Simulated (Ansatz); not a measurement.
`C[O][Ga]([NH2])[OH]` + `CC(N)=O` → `[NH2][Ga]([NH2])[OH]` + `COC(C)=O`  (formal exchange of groups at a Ga–O bond)

Calculated with Ansatz (gas phase, PBE0-D4/def2-TZVP geometries, no zero-point term in ΔE). CBS: MP2 limit from def2 TZ/QZ plus the TZ coupled-cluster correction, frozen cores. DFT in def2-TZVPP. B3LYP here is the variant with VWN-RPA as its local correlation; programs differ in this. HSE06 is defined as in plane-wave codes. For Ga outer-core shells are correlated without core-valence functions, which leaves a few kJ/mol of doubt a bond. Scalar relativity is left out up to krypton. One conformer a species, not always the lowest.

`C[O][Ga]([NH2])[OH]`:

Z-matrix (Å, degrees):
```
C
O 1 1.408
H 1 1.096 2 109.7
H 1 1.096 2 109.7 3 118.4
H 1 1.096 2 113.2 3 -120.8
Ga 2 1.771 1 122.4 3 120.3
O 6 1.785 2 115.6 1 1.1
N 6 1.810 2 119.2 1 -175.3
H 7 0.958 6 114.6 2 -176.6
H 8 1.006 6 121.2 2 -161.1
H 8 1.007 6 119.1 2 -15.9
```

`CC(N)=O`:

Cartesian coordinates in Å:
```
C -0.774 -0.671 0.406
C 0.196 -0.060 -0.576
N 0.916 0.993 -0.113
O 0.329 -0.489 -1.702
H -0.455 -1.693 0.615
H -0.854 -0.124 1.346
H -1.755 -0.724 -0.066
H 0.811 1.347 0.819
H 1.585 1.421 -0.730
```

`[NH2][Ga]([NH2])[OH]`:

```xyz
9

N     1.162   -0.383   -1.304
Ga   -0.167    0.076   -0.159
N    -0.044   -0.094    1.650
O    -1.650    0.719   -0.925
H     0.946   -0.496   -2.280
H     1.898   -1.008   -1.022
H    -0.669    0.410    2.257
H     0.853   -0.216    2.090
H    -2.330    0.990   -0.307
```

`COC(C)=O`:

```xyz
11

C     0.152    1.200   -1.393
O    -0.469    0.243   -0.543
C     0.306   -0.233    0.444
C    -0.438   -1.228    1.279
O     1.444    0.112    0.613
H     0.470    2.074   -0.822
H     1.025    0.769   -1.886
H    -0.600    1.479   -2.127
H    -1.321   -0.760    1.717
H     0.214   -1.602    2.065
H    -0.784   -2.054    0.654
```

| level | ΔE (kJ/mol) | difference from CCSD(T)/CBS |
| --- | --- | --- |
| LDA (SPW92) | 4.2 | 5.6 |
| PBE-D4 | 7.6 | 9.0 |
| revPBE-D4 | 8.4 | 9.8 |
| BLYP-D4 | 9.9 | 11.3 |
| r2SCAN-D4 | 5.7 | 7.1 |
| B97M-V | 6.7 | 8.1 |
| PBE0-D4 | 6.1 | 7.5 |
| B3LYP-D4 | 8.4 | 9.8 |
| r2SCANh-D4 | 5.3 | 6.7 |
| r2SCAN0-D4 | 4.9 | 6.3 |
| HSE06-D4 | 6.2 | 7.6 |
| BHLYP-D4 | 7.3 | 8.7 |
| ωB97X-V | 3.3 | 4.7 |
| B2PLYP | 5.9 | 7.3 |
| PBE-QIDH | 3.9 | 5.3 |
| PBE | 7.4 | 8.8 |
| revPBE | 8.3 | 9.7 |
| BLYP | 9.5 | 10.9 |
| r2SCAN | 5.7 | 7.1 |
| B3LYP | 8.0 | 9.4 |
| r2SCANh | 5.3 | 6.7 |
| r2SCAN0 | 4.8 | 6.2 |
| HSE06 | 6.0 | 7.4 |
| BHLYP | 6.6 | 8.0 |
| CAM-B3LYP | 5.4 | 6.8 |
| LC-ωPBE | 3.3 | 4.7 |
| RPA@PBE/def2-TZVPP | 0.5 | 1.9 |
| HF/def2-SVP | 8.4 | 9.8 |
| CCSD/def2-SVP | 5.8 | 7.2 |
| CCSD(T)/def2-SVP | 4.9 | 6.3 |
| HF/def2-TZVPP | 4.9 | 6.3 |
| MP2/def2-TZVPP | 2.9 | 4.3 |
| SCS-MP2/def2-TZVPP | 3.1 | 4.5 |
| CCSD/def2-TZVPP | 1.6 | 3.0 |
| HF/def2-QZVPP | 4.9 | 6.3 |
| MP2/def2-QZVPP | 1.6 | 3.0 |
| SCS-MP2/def2-QZVPP | 2.1 | 3.5 |
| HF/CBS(def2) | 4.9 | 6.3 |
| MP2/CBS(def2) | 0.6 | 2.0 |
| CCSD/CBS(def2) | -0.7 | 0.7 |
| CCSD(T)/CBS | -1.4 | 0 |

Largest T1 diagnostic among the species: 0.014.

At CCSD(T), def2-SVP lies +6.3 kJ/mol from the extrapolated value and def2-TZVPP +2.2 kJ/mol. Leaving LDA and LC-ωPBE aside and taking each functional with its dispersion term where it has one, the values, not all of them listed here, spread over 7.9 kJ/mol, from ωB97M-V to BLYP-D4. LDA lies −3.3 kJ/mol from PBE without D4.

CCSD(T)/CBS has its own doubt, a few kJ/mol and more with outer-core shells, so smaller differences from it don't rank the levels.
